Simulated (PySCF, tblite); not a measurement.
Compound: C7H5FN (charge +1).
Atom-mapped SMILES: `[CH:1]#[C:2][c:3]1[cH:4][cH:5][c:6]([F:7])[nH+:8][cH:9]1` (hydrogens: H10 on C1; H11 on C4; H12 on C5; H13 on N8; H14 on C9)
Bond orders are those of one Lewis drawing.

Computed with GFN2-xTB (tblite), gas phase: Langevin dynamics at 300 K from the optimised GFN2-xTB geometry, time step 0.5 fs, friction 0.01 fs⁻¹, 2000 steps. Over the second half of the run the saved frames average 295 K.

Frame at 250 fs, instantaneous temperature 244 K:
```
atom  x, y, z in Å
C1      3.040   -1.556   -0.083
C2      2.013   -0.969    0.030
C3      0.649   -0.474   -0.047
C4      0.234    0.788   -0.481
C5     -1.096    1.177   -0.429
C6     -2.022    0.295    0.070
F7     -3.269    0.508    0.255
N8     -1.596   -0.858    0.502
C9     -0.322   -1.277    0.497
H10     3.889   -2.177   -0.124
H11     0.897    1.619   -0.682
H12    -1.330    2.239   -0.664
H13    -2.268   -1.560    0.818
H14    -0.115   -2.203    1.011
```

Frame at 425 fs, instantaneous temperature 380 K:
```
atom  x, y, z in Å
C1      3.049   -1.716   -0.591
C2      1.926   -1.330   -0.294
C3      0.677   -0.628   -0.023
C4      0.440    0.696   -0.330
C5     -0.816    1.213    0.013
C6     -1.827    0.386    0.525
F7     -2.997    0.786    0.984
N8     -1.589   -0.944    0.681
C9     -0.373   -1.457    0.384
H10     3.992   -1.955   -0.980
H11     1.198    1.229   -0.807
H12    -1.083    2.247   -0.221
H13    -2.340   -1.518    1.019
H14    -0.332   -2.576    0.449
```

Frame at 625 fs, instantaneous temperature 283 K:
```
atom  x, y, z in Å
C1      3.079   -1.665   -0.665
C2      2.044   -1.231   -0.145
C3      0.793   -0.623    0.218
C4      0.647    0.776    0.270
C5     -0.537    1.426    0.694
C6     -1.552    0.556    0.848
F7     -2.795    0.979    1.082
N8     -1.539   -0.748    0.600
C9     -0.378   -1.376    0.314
H10     3.883   -2.146   -1.090
H11     1.545    1.372    0.036
H12    -0.635    2.418    0.910
H13    -2.389   -1.256    0.764
H14    -0.374   -2.447    0.188
```

Frame at 800 fs, instantaneous temperature 340 K:
```
atom  x, y, z in Å
C1      3.031   -1.882   -0.591
C2      2.083   -1.258   -0.182
C3      0.887   -0.520    0.136
C4      0.952    0.775    0.599
C5     -0.207    1.342    1.074
C6     -1.385    0.617    1.078
F7     -2.529    1.064    1.447
N8     -1.390   -0.669    0.756
C9     -0.277   -1.263    0.303
H10     3.812   -2.555   -0.786
H11     1.905    1.306    0.421
H12    -0.169    2.348    1.509
H13    -2.299   -1.142    0.691
H14    -0.262   -2.253    0.070
```

Frame at 1000 fs, instantaneous temperature 210 K:
```
atom  x, y, z in Å
C1      3.196   -1.616   -0.316
C2      2.132   -1.221    0.031
C3      0.994   -0.560    0.405
C4      0.759    0.841    0.464
C5     -0.503    1.315    0.798
C6     -1.487    0.445    1.204
F7     -2.721    0.736    1.443
N8     -1.225   -0.903    1.235
C9     -0.032   -1.405    0.876
H10     4.077   -2.142   -0.560
H11     1.611    1.481    0.420
H12    -0.674    2.362    0.813
H13    -1.890   -1.449    1.773
H14     0.140   -2.505    1.011
```

Question: What do single points at PBE0/pcSseg-1 (PySCF, gas phase) give on these frames?

Answer: 
| t (fs) | GFN2-xTB E above start (eV) | DFT E above lowest frame (eV) | HOMO (eV) | LUMO (eV) |
| --- | --- | --- | --- | --- |
| 250 | 0.45 | 0.00 | -12.10 | -7.08 |
| 425 | 0.41 | 0.04 | -11.96 | -7.31 |
| 625 | 0.46 | 0.12 | -11.99 | -7.33 |
| 800 | 0.39 | 0.04 | -11.97 | -7.21 |
| 1000 | 0.40 | 0.06 | -11.95 | -7.31 |

The two levels order the frames alike by energy but for pairs within 0.08 eV at one level; measured from each level's lowest frame they differ by 0.06 eV at most. The HOMO–LUMO gap runs from 4.64 to 5.02 eV. These are instantaneous structures, not minima.

Question: And the isotropic GIAO shieldings (ppm) from the same runs?

Answer: 
| atom | 250 fs | 425 fs | 625 fs | 800 fs | 1000 fs | mean | range |
| --- | --- | --- | --- | --- | --- | --- | --- |
| C1 | 78.6 | 73.3 | 71.4 | 78.6 | 68.7 | 74.1 | 9.9 |
| C2 | 108.8 | 104.6 | 107.5 | 106.7 | 110.4 | 107.6 | 5.8 |
| C3 | 55.7 | 54.8 | 53.5 | 54.0 | 53.7 | 54.3 | 2.2 |
| C4 | 21.9 | 24.0 | 10.9 | 22.7 | 19.1 | 19.7 | 13.1 |
| C5 | 62.4 | 62.4 | 69.0 | 66.7 | 68.1 | 65.7 | 6.6 |
| C6 | 28.7 | 15.2 | 22.5 | 24.5 | 20.3 | 22.2 | 13.5 |
| F7 | 255.5 | 235.4 | 231.0 | 248.9 | 246.1 | 243.4 | 24.5 |
| N8 | 74.1 | 56.0 | 72.6 | 69.7 | 61.4 | 66.8 | 18.1 |
| C9 | 38.4 | 33.8 | 34.8 | 38.4 | 28.3 | 34.7 | 10.1 |
| H10 | 27.7 | 27.3 | 27.9 | 27.7 | 27.1 | 27.5 | 0.8 |
| H11 | 22.5 | 22.7 | 22.1 | 21.9 | 22.5 | 22.3 | 0.8 |
| H12 | 23.0 | 23.4 | 24.1 | 23.5 | 24.0 | 23.6 | 1.1 |
| H13 | 21.7 | 21.5 | 21.6 | 21.2 | 21.7 | 21.5 | 0.5 |
| H14 | 23.2 | 22.5 | 23.1 | 24.0 | 22.2 | 23.0 | 1.8 |

The cost below is that of the whole dynamics run. Hardware: Arm Neoverse V1, one thread, on a shared host. Cost: 11 s, 0.18 GiB resident at most.
